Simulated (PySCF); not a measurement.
This PySCF input asks for the NMR shieldings of `C1C(c2ccnn2C2CC2)C1`, C$_{9}$H$_{12}$N$_{2}$; the geometry comes from GFN2-xTB.

```python
import basis_set_exchange as bse
import numpy as np
from pyscf import gto, dft
from pyscf.prop import nmr

atoms = """
C     0.448751    2.412261   -0.947303
C    -0.821168    1.870398   -0.721307
C    -0.582600    0.605617   -0.218915
C    -1.485206   -0.467051    0.222892
C    -2.209630   -1.303015   -0.804475
C    -2.968727   -0.337404    0.046899
N     0.767107    0.464012   -0.185089
C     1.485031   -0.679957    0.255745
C     2.205922   -0.625125    1.576419
C     2.978353   -0.614383    0.293594
N     1.395127    1.555796   -0.618505
H     0.704244    3.379354   -1.332853
H    -1.767063    2.341429   -0.893153
H    -1.140441   -0.987194    1.110316
H    -2.064109   -1.054732   -1.844836
H    -2.321003   -2.360195   -0.617073
H    -3.349290    0.557130   -0.418755
H    -3.606319   -0.727080    0.825660
H     1.006243   -1.607946   -0.034300
H     2.148369    0.296880    2.133454
H     2.218382   -1.513786    2.188275
H     3.421933    0.317806   -0.015994
H     3.531343   -1.495831    0.009380
"""
names = dict.fromkeys(["C", "N", "H"], "pcSseg-1")
basis = {el: gto.basis.parse(bse.get_basis(n, elements=[el], fmt="nwchem")) for el, n in names.items()}
mol = gto.M(atom=atoms, basis=basis, charge=0, verbose=0)
mf = dft.RKS(mol, xc="PBE0")
mf.grids.level = 2
mf.grids.alignment = dft.numint.BLKSIZE   # the property module wants whole blocks of grid points
mf.conv_tol = 1e-9
mf.kernel()

calc = nmr.RKS(mf)   # GIAO
C = mf.mo_coeff
Co = C[:, mf.mo_occ > 0]
resp = mf.gen_response(singlet=True, hermi=2)
def vind(x):   # induced exchange potential for any number of trial vectors
    d = np.einsum("pi,xij,qj->xpq", C, 2 * x.reshape(-1, C.shape[1], Co.shape[1]), Co, optimize=True)
    return np.einsum("xpq,pi,qj->xij", resp(d - d.transpose(0, 2, 1)), C, Co, optimize=True).ravel()
mo1, _ = nmr.rhf.solve_mo1(calc, with_cphf=vind)
sigma = calc.kernel(mo1)
for i, s in enumerate(sigma):   # ppm
    w = np.linalg.eigvalsh((s + s.T) / 2)
    print("%2d %-2s iso %8.1f  s11 %8.1f  s22 %8.1f  s33 %8.1f" % (i, mol.atom_pure_symbol(i), w.mean(), *w))
```

**Question.** What does it print?

**Answer.** 
```
 0 C  iso     46.7  s11    -41.8  s22     45.0  s33    136.8
 1 C  iso     80.4  s11     11.5  s22     75.0  s33    154.7
 2 C  iso     37.6  s11    -25.2  s22     14.1  s33    123.8
 3 C  iso    177.6  s11    149.0  s22    165.3  s33    218.6
 4 C  iso    174.4  s11    140.5  s22    174.5  s33    208.3
 5 C  iso    180.8  s11    154.8  s22    176.8  s33    210.8
 6 N  iso     30.7  s11    -80.4  s22     49.3  s33    123.4
 7 C  iso    155.9  s11    120.7  s22    135.5  s33    211.5
 8 C  iso    175.8  s11    143.1  s22    175.5  s33    208.9
 9 C  iso    181.4  s11    153.5  s22    179.9  s33    210.8
10 N  iso    -67.7  s11   -291.6  s22    -76.7  s33    165.1
11 H  iso     24.4  s11     21.5  s22     25.2  s33     26.5
12 H  iso     25.9  s11     22.0  s22     25.9  s33     29.7
13 H  iso     29.7  s11     21.3  s22     29.8  s33     38.2
14 H  iso     31.4  s11     26.4  s22     28.8  s33     38.9
15 H  iso     30.8  s11     25.4  s22     26.3  s33     40.8
16 H  iso     30.7  s11     23.9  s22     28.7  s33     39.5
17 H  iso     30.7  s11     24.4  s22     26.7  s33     41.1
18 H  iso     28.2  s11     19.9  s22     29.6  s33     35.1
19 H  iso     31.1  s11     26.1  s22     28.9  s33     38.4
20 H  iso     31.0  s11     25.5  s22     26.4  s33     40.9
21 H  iso     29.2  s11     21.9  s22     27.5  s33     38.2
22 H  iso     30.8  s11     24.6  s22     26.7  s33     41.1
```

These numbers come from an equivalent density-fitted implementation of the same equations, which agrees with the script to about 0.01 ppm for H and up to a few tenths of a ppm for heavy atoms, so last digits may differ.

**Question.** Turn these shieldings into chemical shifts. Scale: ¹³C (σref 186.93) and ¹H (σref 31.72) against TMS; ¹⁵N (σref 267.73) vs NH3 (reference shieldings calculated alike).

**Answer.** Averaging equivalent atoms: C 2: 149.4; C 0: 140.3; C 1: 106.5; C 7: 31.0; C 4/5: 9.3; C 3: 9.3; C 8/9: 8.3; N 10: 335.5; N 6: 237.0; H 11: 7.31; H 12: 5.85; H 18: 3.54; H 13: 1.99; H 19/21: 1.55; H 15/17: 0.95; H 20/22: 0.85; H 14/16: 0.67 ppm. Experimental scales use liquid or dissolved standards, which lie at an offset from isolated NH3 (liquid NH3: subtract about 20 ppm). Unscaled 15N shifts of sp2 nitrogen come out 20 to 40 ppm too high even then.

Size and cost of the density-fitted run: 247 basis functions, 60 s wall time on 1 thread of an Arm Neoverse V1, shared host; peak memory 1.1 GiB.
